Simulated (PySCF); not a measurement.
NO (SMILES [N]=O), doublet, geometry from GFN2-xTB; R2SCAN/def2-SVP in PySCF.

Input for PySCF:
```python
from pyscf import gto, scf, dft

mol = gto.M(
    atom='''
N    -0.00000000   -0.00000000   -0.61623737
O     0.00000000    0.00000000    0.53920770
''',
    basis='def2-svp',
    spin=1,
    verbose=4,
)

mf = dft.UKS(mol)
mf.xc = 'r2scan'
mf.init_guess = 'sap'
mf.kernel()
mf.analyze()
```

Output, abridged:

```
PySCF version 2.14.0

[INPUT] verbose = 4
[INPUT] num. atoms = 2
[INPUT] num. electrons = 15
[INPUT] charge = 0
[INPUT] spin (= nelec alpha-beta = 2S) = 1
[INPUT] symmetry False subgroup None
[INPUT] Mole.unit = angstrom
[INPUT] Symbol           X                Y                Z      unit          X                Y                Z       unit  Magmom
[INPUT]  1 N      0.000000000000   0.000000000000  -0.616237370000 AA    0.000000000000   0.000000000000  -1.164519857022 Bohr   0.0
[INPUT]  2 O      0.000000000000   0.000000000000   0.539207700000 AA    0.000000000000   0.000000000000   1.018954877257 Bohr   0.0

nuclear repulsion = 25.647193952301
number of shells = 12
number of NR pGTOs = 48
number of NR cGTOs = 28
basis = def2-svp
ecp = {}

******** <class 'pyscf.dft.uks.UKS'> ********
method = UKS
initial guess = sap
damping factor = 0
level_shift factor = 0
DIIS = <class 'pyscf.scf.diis.CDIIS'>
diis_start_cycle = 1
diis_space = 8
diis_damp = 0
SCF conv_tol = 1e-09
SCF conv_tol_grad = None
SCF max_cycles = 50
direct_scf = True
direct_scf_tol = 1e-13
number electrons alpha = 8  beta = 7
XC library pyscf.dft.libxc version 7.1.2
    S. Lehtola, C. Steigemann, M. J. T. Oliveira, and M. A. L. Marques,  SoftwareX 7, 1–5 (2018)
XC functionals = r2scan
    J. W. Furness, A. D. Kaplan, J. Ning, J. P. Perdew, and J. Sun,  J. Phys. Chem. Lett. 11, 8208–8215 (2020)
    J. W. Furness, A. D. Kaplan, J. Ning, J. P. Perdew, and J. Sun,  J. Phys. Chem. Lett. 11, 9248–9248 (2020)
    J. W. Furness, A. D. Kaplan, J. Ning, J. P. Perdew, and J. Sun,  J. Phys. Chem. Lett. 11, 8208–8215 (2020)
    J. W. Furness, A. D. Kaplan, J. Ning, J. P. Perdew, and J. Sun,  J. Phys. Chem. Lett. 11, 9248–9248 (2020)
radial grids:
    Treutler-Ahlrichs [JCP 102, 346 (1995); DOI:10.1063/1.469408] (M4) radial grids

becke partition: Becke, JCP 88, 2547 (1988); DOI:10.1063/1.454033
pruning grids: <function nwchem_prune>
grids dens level: 3
symmetrized grids: False
atomic radii adjust function: <function treutler_atomic_radii_adjust>
small_rho_cutoff = 0
Set gradient conv threshold to 3.16228e-05
Initial guess from superposition of atomic potentials (doi:10.1021/acs.jctc.8b01089)
This is the Gaussian fit version as described in doi:10.1063/5.0004046.
Found SAP basis sapgrasplarge
tot grids = 27984
init E= -129.327551504244

cycle= 1 E= -129.56404657443  delta_E= -0.236  |g|= 0.607  |ddm|=    1
cycle= 2 E= -129.182369920397  delta_E= 0.382  |g|=  1.1  |ddm|= 1.28
cycle= 3 E= -129.703531137416  delta_E= -0.521  |g|= 0.225  |ddm|= 0.881
cycle= 4 E= -129.72272203544  delta_E= -0.0192  |g|= 0.0249  |ddm|= 0.173
cycle= 5 E= -129.722993057631  delta_E= -0.000271  |g|= 0.00429  |ddm|= 0.0222
cycle= 6 E= -129.723002114312  delta_E= -9.06e-06  |g|= 0.00128  |ddm|= 0.0046
cycle= 7 E= -129.723003582481  delta_E= -1.47e-06  |g|= 0.000288  |ddm|= 0.00201
cycle= 8 E= -129.723003759144  delta_E= -1.77e-07  |g|= 0.000117  |ddm|= 0.000722
cycle= 9 E= -129.723003807494  delta_E= -4.83e-08  |g|= 5.69e-05  |ddm|= 0.000584
cycle= 10 E= -129.723003813196  delta_E= -5.7e-09  |g|= 1.81e-05  |ddm|= 0.00031
cycle= 11 E= -129.723003815282  delta_E= -2.09e-09  |g|= 1.74e-05  |ddm|= 0.00023
cycle= 12 E= -129.723003817633  delta_E= -2.35e-09  |g|= 1.73e-05  |ddm|= 0.000263
cycle= 13 E= -129.723003845542  delta_E= -2.79e-08  |g|= 1.65e-05  |ddm|= 0.0032
cycle= 14 E= -129.723003992124  delta_E= -1.47e-07  |g|= 2.91e-05  |ddm|= 0.0205
cycle= 15 E= -129.723003964946  delta_E= 2.72e-08  |g|= 2.04e-05  |ddm|= 0.00448
cycle= 16 E= -129.723004099333  delta_E= -1.34e-07  |g|= 0.000181  |ddm|= 0.0403
cycle= 17 E= -129.723004078638  delta_E= 2.07e-08  |g|= 0.00028  |ddm|= 0.0132
cycle= 18 E= -129.723004096233  delta_E= -1.76e-08  |g|= 0.000172  |ddm|= 0.0168
cycle= 19 E= -129.723004069682  delta_E= 2.66e-08  |g|= 9.1e-05  |ddm|= 0.0148
cycle= 20 E= -129.723004089824  delta_E= -2.01e-08  |g|= 0.000121  |ddm|= 0.00778
cycle= 21 E= -129.723003774646  delta_E= 3.15e-07  |g|= 2.54e-05  |ddm|= 0.0535
cycle= 22 E= -129.723003821866  delta_E= -4.72e-08  |g|= 2.79e-05  |ddm|= 0.00515
cycle= 23 E= -129.723004093653  delta_E= -2.72e-07  |g|= 0.000229  |ddm|= 0.066
cycle= 24 E= -129.723004077455  delta_E= 1.62e-08  |g|= 0.000272  |ddm|= 0.00997
cycle= 25 E= -129.723004108052  delta_E= -3.06e-08  |g|= 0.000154  |ddm|= 0.0109
cycle= 26 E= -129.723004118898  delta_E= -1.08e-08  |g|= 3.99e-05  |ddm|= 0.000938
cycle= 27 E= -129.723004120141  delta_E= -1.24e-09  |g|= 1.15e-05  |ddm|= 0.00251
cycle= 28 E= -129.723004120199  delta_E= -5.87e-11  |g|= 1.77e-06  |ddm|= 0.000163
Extra cycle  E= -129.723004120201  delta_E= -1.45e-12  |g|= 6.9e-07  |ddm|= 1.94e-06
converged SCF energy = -129.723004120201  <S^2> = 0.75296398  2S+1 = 2.0029618
**** SCF Summaries ****
Total Energy =                        -129.723004120200841
Nuclear Repulsion Energy =              25.647193952300999
One-electron Energy =                 -227.537895972876697
Two-electron Energy =                   72.167697900374861
Two-electron Coulomb Energy =           87.448382723482695
DFT Exchange-Correlation Energy =      -15.280684823107837
**** MO energy ****
                             alpha | beta                alpha | beta
MO #1   energy= -19.0970617339545  | -19.0852467331341  occ= 1 | 1
MO #2   energy= -14.3038411371356  | -14.2856700004384  occ= 1 | 1
MO #3   energy= -1.19314039465675  | -1.17324278323914  occ= 1 | 1
MO #4   energy= -0.637327277782494 | -0.600865195949763 occ= 1 | 1
MO #5   energy= -0.495224439231632 | -0.469480631082706 occ= 1 | 1
MO #6   energy= -0.478914334634187 | -0.427102477100864 occ= 1 | 1
MO #7   energy= -0.443903930344256 | -0.417144833836545 occ= 1 | 1
MO #8   energy= -0.177933756683188 | -0.125042786139649 occ= 1 | 0
MO #9   energy= -0.143478825073844 | -0.0712496027210698 occ= 0 | 0
MO #10  energy= 0.316769814524046  | 0.341537770232073  occ= 0 | 0
MO #11  energy= 0.512166926874066  | 0.550516085346266  occ= 0 | 0
MO #12  energy= 0.651533833191398  | 0.708447924694329  occ= 0 | 0
MO #13  energy= 0.688504843966409  | 0.716026888001749  occ= 0 | 0
MO #14  energy= 0.706937088494115  | 0.747760288671221  occ= 0 | 0
MO #15  energy= 0.840538262980226  | 0.85447800034849   occ= 0 | 0
MO #16  energy= 0.905629800183712  | 0.94112423609059   occ= 0 | 0

To work with the spin densities directly, `use mulliken_meta_spin()` only printing them here.

 ** Mulliken spin pop alpha/beta on meta-lowdin orthogonal AOs **
 ** Mulliken Spin Density (per AO)  **
spin_pop of  0 N 1s       -0.00001
spin_pop of  0 N 2s        0.01185
spin_pop of  0 N 3s       -0.00014
spin_pop of  0 N 2px       0.33812
spin_pop of  0 N 2py       0.33853
spin_pop of  0 N 2pz      -0.00841
spin_pop of  0 N 3px       0.00225
spin_pop of  0 N 3py       0.00225
spin_pop of  0 N 3pz       0.00050
spin_pop of  0 N 3dxy     -0.00015
spin_pop of  0 N 3dyz     -0.00014
spin_pop of  0 N 3dz^2     0.00007
spin_pop of  0 N 3dxz     -0.00014
spin_pop of  0 N 3dx2-y2   -0.00000
spin_pop of  1 O 1s       -0.00000
spin_pop of  1 O 2s        0.00529
spin_pop of  1 O 3s        0.00013
spin_pop of  1 O 2px       0.15829
spin_pop of  1 O 2py       0.15850
spin_pop of  1 O 2pz      -0.00938
spin_pop of  1 O 3px       0.00134
spin_pop of  1 O 3py       0.00134
spin_pop of  1 O 3pz       0.00036
spin_pop of  1 O 3dxy     -0.00005
spin_pop of  1 O 3dyz     -0.00016
spin_pop of  1 O 3dz^2    -0.00006
spin_pop of  1 O 3dxz     -0.00016
spin_pop of  1 O 3dx2-y2   -0.00000
 ** Mulliken Spin Density (per atom)  **
spin density of  0 N =      0.68456
spin density of  1 O =      0.31544
 ** Mulliken pop alpha/beta on meta-lowdin orthogonal AOs **
 ** Mulliken pop       alpha | beta **
pop of  0 N 1s        0.99996 | 0.99997
pop of  0 N 2s        0.85634 | 0.84449
pop of  0 N 3s        0.01135 | 0.01149
pop of  0 N 2px       0.68086 | 0.34274
pop of  0 N 2py       0.68125 | 0.34273
pop of  0 N 2pz       0.55896 | 0.56737
pop of  0 N 3px       0.00249 | 0.00025
pop of  0 N 3py       0.00250 | 0.00025
pop of  0 N 3pz       0.00743 | 0.00693
pop of  0 N 3dxy      0.00003 | 0.00018
pop of  0 N 3dyz      0.00167 | 0.00181
pop of  0 N 3dz^2     0.00323 | 0.00315
pop of  0 N 3dxz      0.00167 | 0.00181
pop of  0 N 3dx2-y2    0.00000 | 0.00000
pop of  1 O 1s        0.99997 | 0.99997
pop of  1 O 2s        0.85777 | 0.85248
pop of  1 O 3s        0.00571 | 0.00558
pop of  1 O 2px       0.81140 | 0.65311
pop of  1 O 2py       0.81163 | 0.65312
pop of  1 O 2pz       0.69149 | 0.70087
pop of  1 O 3px       0.00191 | 0.00057
pop of  1 O 3py       0.00191 | 0.00057
pop of  1 O 3pz       0.00466 | 0.00430
pop of  1 O 3dxy      0.00000 | 0.00005
pop of  1 O 3dyz      0.00136 | 0.00152
pop of  1 O 3dz^2     0.00312 | 0.00317
pop of  1 O 3dxz      0.00136 | 0.00152
pop of  1 O 3dx2-y2    0.00000 | 0.00000
In total             8.00000 | 7.00000
 ** Mulliken atomic charges   ( Nelec_alpha | Nelec_beta ) **
charge of  0N =      0.06911  (     3.80773      3.12316 )
charge of  1O =     -0.06911  (     4.19227      3.87684 )
Dipole moment(X, Y, Z, Debye):  0.00000,  0.00000,  0.10767
```
